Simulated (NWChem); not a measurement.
System meant: C₂H₃FN₂Si; SMILES F[SiH]1N=CC=N1

NWChem input:

```
start job
memory heap 200 mb stack 900 mb global 1100 mb
geometry units angstroms noautoz
  F     -0.577351     1.973846     0.000000
  Si     0.407909     0.708629     0.000000
  N      0.057865    -0.399897     1.352834
  C     -0.236915    -1.497916     0.768076
  C     -0.236915    -1.497916    -0.768076
  N      0.057865    -0.399897    -1.352834
  H      1.805079     1.184890     0.000000
  H     -0.476861    -2.412012     1.322445
  H     -0.476861    -2.412012    -1.322445
end
basis spherical
  F library def2-svp
  Si library def2-svp
  N library def2-svp
  C library def2-svp
  H library def2-svp
end
dft
  odft
  mult 2
  xc b3lyp
  iterations 150
  mulliken
end
task dft energy
```

End of the output:

```
 Summary of "ao basis" -> "" (spherical)
 ------------------------------------------------------------------------------
       Tag                 Description            Shells   Functions and Types
 ---------------- ------------------------------  ------  ---------------------
 F                          def2-svp                 6       14   3s2p1d
 Si                         def2-svp                 8       18   4s3p1d
 N                          def2-svp                 6       14   3s2p1d
 C                          def2-svp                 6       14   3s2p1d
 H                          def2-svp                 3        5   2s1p

                                 NWChem DFT Module
                                 -----------------

 Summary of "ao basis" -> "ao basis" (spherical)
 ------------------------------------------------------------------------------
       Tag                 Description            Shells   Functions and Types
 ---------------- ------------------------------  ------  ---------------------
 F                          def2-svp                 6       14   3s2p1d
 Si                         def2-svp                 8       18   4s3p1d
 N                          def2-svp                 6       14   3s2p1d
 C                          def2-svp                 6       14   3s2p1d
 H                          def2-svp                 3        5   2s1p

      Symmetry analysis of basis
      --------------------------

        a'         60
        a"         43

  number of electrons :                   52
  multiplicity        :                    2
 ------------------------------------------------------------------------
  no. of electrons and multiplicity not compatible                  52
 ------------------------------------------------------------------------
 ------------------------------------------------------------------------
  current input line :
    28: task dft energy
 ------------------------------------------------------------------------
 ------------------------------------------------------------------------
 There is an error in the input file
 ------------------------------------------------------------------------
 For more information see the NWChem manual at https://nwchemgit.github.io

0: no. of electrons and multiplicity not compatible:Received an Error in Communication
```

Q: Find the fault in this run and fix the input.

A: The input was rejected before any calculation. Cause: the multiplicity doesn't fit the number of electrons (an even count wants an odd multiplicity, and the reverse). This input runs:
```
start job
memory heap 200 mb stack 900 mb global 1100 mb
geometry units angstroms noautoz
  F     -0.577351     1.973846     0.000000
  Si     0.407909     0.708629     0.000000
  N      0.057865    -0.399897     1.352834
  C     -0.236915    -1.497916     0.768076
  C     -0.236915    -1.497916    -0.768076
  N      0.057865    -0.399897    -1.352834
  H      1.805079     1.184890     0.000000
  H     -0.476861    -2.412012     1.322445
  H     -0.476861    -2.412012    -1.322445
end
basis spherical
  * library def2-svp
end
dft
  xc b3lyp
  iterations 150
  mulliken
end
task dft energy
```
It converges to -576.60846 Ha (B3LYP/def2-SVP).
